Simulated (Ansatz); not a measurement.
This geometry of C2H7ClOSi2 (13 atoms, charge 0, multiplicity 1) is a first-order saddle point.

Method: Ansatz, RKS r2SCAN/6-31G*.

```xyz
13
Properties=species:S:1:pos:R:3
O 2.025 -1.465 -1.952
C 1.467 -0.692 -0.988
Cl 2.235 -0.920 0.586
C 0.416 0.126 -1.138
Si -0.383 1.152 0.202
Si -1.695 -0.161 1.633
H 2.583 -0.911 -2.521
H 0.000 0.142 -2.148
H 0.641 1.909 0.978
H -1.269 2.143 -0.478
H -2.725 -0.895 0.842
H -2.402 0.697 2.628
H -0.872 -1.159 2.370
```

Q: Which two structures does it join? (They come from a converged band through this point; their orientation in space is the band's.)

A: No bond is made or broken. The dihedral H7–O1–C2–Cl3 goes from -180 to -2°.

Image 0:

```xyz
13
Properties=species:S:1:pos:R:3
O 2.274 -1.349 -1.812
C 1.592 -0.619 -0.904
Cl 2.306 -0.848 0.665
C 0.530 0.180 -1.106
Si -0.362 1.160 0.202
Si -1.686 -0.190 1.588
H 1.857 -1.199 -2.679
H 0.165 0.236 -2.135
H 0.590 1.958 1.029
H -1.259 2.116 -0.514
H -2.699 -0.919 0.769
H -2.416 0.639 2.593
H -0.871 -1.200 2.319
```

Image 8:

```xyz
13
Properties=species:S:1:pos:R:3
O 1.962 -1.199 -2.167
C 1.434 -0.541 -1.116
Cl 2.265 -0.862 0.407
C 0.379 0.281 -1.196
Si -0.409 1.206 0.212
Si -1.681 -0.194 1.597
H 2.732 -1.715 -1.880
H -0.031 0.373 -2.202
H 0.613 1.923 1.030
H -1.317 2.229 -0.386
H -2.765 -0.850 0.808
H -2.319 0.582 2.700
H -0.843 -1.266 2.207
```

Q: How far does it lie above each of them?

A: 15.6 kJ/mol above the first and 18.8 kJ/mol above the second. This is the barrier of this one path; another mechanism may lie lower.

Time of the run: 6.7 min on 2 threads of Arm Neoverse V1 (shared host), peak memory 0.21 GiB.
